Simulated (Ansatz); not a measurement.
The cluster Al₂Ru₃, relaxed as a triplet with UKS PBE-D4/def2-SVP in Ansatz, starting from the PBE-D4/def2-SVP geometry of the neutral singlet. Force threshold 0.02 eV/Å.

In the def2 sets Ru takes a core potential; there is no spin–orbit coupling. At PBE-D4/def2-SVP a quintet of charge 0 lies 0.12 eV below the triplet, each at its own geometry. The structure comes from a short search, and lower isomers may exist.

Start:

Cartesian coordinates in Å:
```
Ru 1.605 0.692 0.419
Ru 0.419 -1.232 0.409
Ru -1.608 -0.681 -0.422
Al 0.288 0.312 -1.610
Al -0.704 0.909 1.205
```

(1) Estimate the energy that the relaxation releases and the steps that it takes.

(2) Does the start keep its bonding and symmetry?

(3) Predict the relaxed structure.

Results:

(1) 2.4 kJ/mol, in 4 steps; 16 s on 4 threads of Arm Neoverse V1 on a shared host. No frequencies were taken in this run, so the end may be a saddle point.

(2) By distances, no bond broke or formed. The bond that changes most is Al4–Al5, from 3.04 to 2.93 Å (atoms count from 1). Point group C2v at the start, C2v at the end, both within 0.05 Å.

(3) 
```xyz
5

Ru    1.629    0.676    0.431
Ru    0.429   -1.261    0.418
Ru   -1.617   -0.711   -0.419
Al    0.257    0.361   -1.571
Al   -0.698    0.935    1.140
```
Bond lengths (bridged metal pairs left out): 6 × Al–Ru 2.45 to 2.57 Å; 2 × Ru–Ru 2.28 Å.
